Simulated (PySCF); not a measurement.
A species of formula C7H10O2Si has this rotational fingerprint, computed with PBE0/pcSseg-1 in PySCF (dipole) on a GFN2-xTB geometry, gas phase:

```
Rotational constants : A = 2030, B = 665.7, C = 581.8 MHz
Dipole components    : |μa| = 5.02 D, |μb| = 0.26 D, |μc| = 1.42 D
Inertial defect      : -139.50 u·Å²
κ                    : -0.88
```

Question: Which candidate fits, each taken in the one conformer that was computed?
A. `[CH3:1][C:2]#[C:3][Si@@:4]1([CH3:5])[CH2:6][C@H:7]1[C:8](=[O:9])[OH:10]` with C6–C7–C8–O9 18°, C7–C8–O10–H -177°
B. `[O:1]=[CH:2][C:3]1=[CH:4][C:5]([CH2:6][O:7][SiH3:8])=[CH:9][CH2:10]1` with O1–C2–C3–C4 180°, C4–C5–C6–O7 176°, C5–C6–O7–Si8 -170°
C. `[CH2:1]=[CH:2][CH2:3][C:4]1=[CH:5][O:6][C:7](=[O:8])[SiH2:9][CH2:10]1` with C1–C2–C3–C4 115°, C2–C3–C4–C5 106°, C4–C5–O6–C7 -17°, C5–O6–C7–O8 179°, O6–C7–Si9–C10 26°, C7–Si9–C10–C4 -37°
D. `[CH2:1]=[C:2]([CH3:3])/[CH:4]=[C:5](/[CH:6]=[O:7])[SiH2:8][CH:9]=[O:10]` with C1–C2–C4–C5 -172°, C4–C5–C6–O7 177°, C4–C5–Si8–C9 140°, C5–Si8–C9–O10 -62°
E. `[CH2:1]=[CH:2][C:3]1=[CH:4][CH:5]=[C:6]([CH2:7][OH:8])[O:9][SiH2:10]1` with C1–C2–C3–C4 180°, C5–C6–C7–O8 147°, C6–C7–O8–H 35°
F. `[CH3:1][C:2]#[C:3][C:4](=[C:5]=[O:6])[CH2:7][SiH2:8][O:9][CH3:10]` with C3–C4–C7–Si8 70°, C4–C7–Si8–O9 -178°, C7–Si8–O9–C10 -179°

Answer: D. It is C=C(C)/C=C(/C=O)[SiH2]C=O, an asymmetric top, point group C1. The candidates at the same level (rigid rotor, commonest isotopes):

```tsv
SMILES	A (MHz)	B (MHz)	C (MHz)	μa (D)	μb (D)	μc (D)	Δ (u·Å²)	point group	rotor
CC#C[Si@@]1(C)C[C@H]1C(=O)O	1201	872.1	593.6	1.67	1.33	1.22	-148.80	C1	asymmetric top
C=CC1=CC=C(CO)O[SiH2]1	2994	659.5	551.3	1.49	0.84	0.75	-18.47	C1	near-prolate asymmetric top
C=C(C)/C=C(/C=O)[SiH2]C=O	2030	665.7	581.8	5.02	0.26	1.42	-139.50	C1	asymmetric top
C=CCC1=COC(=O)[SiH2]C1	2541	632.1	547.4	3.85	1.79	1.04	-75.26	C1	near-prolate asymmetric top
O=CC1=CC(CO[SiH3])=CC1	5594	399.9	377.1	3.70	1.59	0.05	-14.11	C1	near-prolate asymmetric top
CC#CC(=C=O)C[SiH2]OC	1332	576.7	423.0	1.39	2.17	0.20	-61.05	C1	asymmetric top
```

`C=CCC1=COC(=O)[SiH2]C1` has A 25 % too high; `O=CC1=CC(CO[SiH3])=CC1` has A 176 % too high; `CC#CC(=C=O)C[SiH2]OC` has A 34 % too low; `CC#C[Si@@]1(C)C[C@H]1C(=O)O` has A 41 % too low; `C=CC1=CC=C(CO)O[SiH2]1` has A 48 % too high. No structure here is proved a minimum.
